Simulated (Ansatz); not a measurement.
Name a neutral molecule of Ag, C, F, P and H with size of the dipole moment (PBE/def2-TZVPP) between 2.50 and 2.80 D and LUMO energy (ωB97M-V/def2-TZVPP) between 0.05 and 0.35 eV (Ansatz, PBE0-D4/def2-TZVP geometry).

`[CH3][Ag-][P+](F)(F)F` (2.60 D, 0.28 eV). Other molecules can fit too; these were computed, each in one conformer that needn't be the lowest.
